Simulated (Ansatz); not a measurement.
`[SeH][Ti]([SeH])([SeH])[SeH]`, relaxed with RKS PBE-D4/def2-SVP in the Gaussian-basis code of Ansatz from a rough embedded geometry. The force threshold is 0.03 eV/Å; the program also tests the step.

Total charge 0; spin multiplicity 1.

Start:

```xyz
9

Se   -0.391    1.564   -2.189
Ti    0.087    0.320   -0.084
Se    1.326    1.853    1.474
Se    1.538   -1.646   -0.545
Se   -2.069   -0.430    0.989
H    -1.647    0.642   -2.498
H     1.972    0.673    2.221
H     1.752   -1.895    0.930
H    -2.568   -1.082   -0.299
```

(1) How much energy does the relaxation release, and in how many steps? (Best estimate.)

(2) Which bonds change most? (Best estimate.)

(3) Give the relaxed structure. (Best estimate.)

## Answers

(1) Ansatz gave: 42.35 kJ/mol, in 8 steps, 1 of them rejected.

(2) Ansatz gave: Ti2–Se3 from 2.513 to 2.409 Å; Ti2–Se5 from 2.523 to 2.419 Å; Se1–H6 from 1.588 to 1.492 Å; Se1–Ti2 from 2.491 to 2.409 Å.

(3) The calculation gave: 
```xyz
9

Se   -0.210    1.509   -2.162
Ti    0.094    0.338   -0.079
Se    1.107    1.919    1.431
Se    1.489   -1.577   -0.563
Se   -1.982   -0.352    0.955
H    -1.542    0.849   -2.276
H     1.939    0.802    1.965
H     1.131   -2.058    0.805
H    -2.025   -1.431   -0.077
```
